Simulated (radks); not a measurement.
The nuclear charge of the lead ion Pb2+ is varied continuously with 80 electrons held in [Hg]. Method: scalar-relativistic Kohn-Sham, PBE, spin-unpolarised, spherical densities, point nucleus; computed with a radial shooting solver on a logarithmic mesh with Libxc functionals. By the Hellmann-Feynman theorem dE/dZ = E(electron-nucleus)/Z, the electronic potential at the nucleus. The scalar-relativistic energy here is not variational (the density holds large components alone), so the two differ by a part that grows with Z.

Z      E (hartree)  E(electron-nucleus)/Z (hartree)  HOMO  e(HOMO) (eV)  <r> HOMO (bohr)
81     -20245.7559                         -623.194    6s       -16.309            2.388
81.25  -20403.4464                         -626.215    6s       -18.950            2.328
81.5   -20561.9116                         -629.242    6s       -21.688            2.274
81.75  -20721.1530                         -632.274    6s       -24.520            2.223
82     -20881.1722                         -635.311    6s       -27.443            2.176
82.25  -21041.9710                         -638.355    6s       -30.454            2.131
82.5   -21203.5511                         -641.405    6s       -33.552            2.090
82.75  -21365.9143                         -644.462    6s       -36.734            2.051
83     -21529.0624                         -647.525    6s       -39.999            2.014

The central difference of E at Z = 82 is -641.636 hartree, to compare with the third column; the second derivative is -12.5 hartree.
